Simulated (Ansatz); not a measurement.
This geometry of CH₈N₂O₂Si (14 atoms, charge 0, multiplicity 1) is a first-order saddle point.

These are results of RKS B3LYP/def2-SVP in Ansatz, not measurements.

```xyz
14
Properties=species:S:1:pos:R:3
N 1.333 -1.943 0.729
C 0.954 -0.586 0.958
N 0.453 0.119 -0.220
Si -1.021 0.982 -0.381
O -0.780 2.625 -0.474
O -1.823 0.643 -1.809
H 0.637 -2.649 0.537
H 2.292 -2.237 0.812
H 1.840 -0.071 1.373
H 0.164 -0.496 1.728
H 1.132 0.156 -0.978
H -1.831 0.617 0.812
H -1.388 3.098 -1.054
H -1.975 -0.289 -2.005
```

Q: Which two structures does it join? (They come from a converged band through this point; their orientation in space is the band's.)

A: No bond is made or broken. The height of N1 over the plane of its neighbours goes from 0.39 to -0.38 Å.

First end point:

```xyz
14
Properties=species:S:1:pos:R:3
N 1.244 -1.950 1.031
C 0.929 -0.536 1.102
N 0.516 0.112 -0.141
Si -0.972 0.917 -0.451
O -0.740 2.555 -0.615
O -1.676 0.489 -1.905
H 0.462 -2.462 0.622
H 2.043 -2.110 0.416
H 1.813 -0.024 1.522
H 0.115 -0.402 1.833
H 1.279 0.257 -0.800
H -1.850 0.581 0.702
H -1.331 2.994 -1.240
H -1.845 -0.449 -2.047
```

Last end point:

```xyz
14
Properties=species:S:1:pos:R:3
N 1.455 -1.910 0.554
C 1.019 -0.560 0.887
N 0.452 0.093 -0.271
Si -1.030 0.956 -0.370
O -0.809 2.603 -0.399
O -1.835 0.654 -1.801
H 0.648 -2.514 0.393
H 1.990 -2.317 1.322
H 1.910 -0.021 1.265
H 0.262 -0.506 1.697
H 1.105 0.135 -1.051
H -1.813 0.542 0.824
H -1.404 3.089 -0.982
H -1.963 -0.271 -2.040
```

Q: How far does it lie above each of them?

A: 0.189 eV above the first and 0.148 eV above the second. This is the barrier of this one path; another mechanism may lie lower.

Time of the run: 3.2 min on 2 threads of Arm Neoverse V1, with other jobs on the host, peak memory 0.34 GiB.
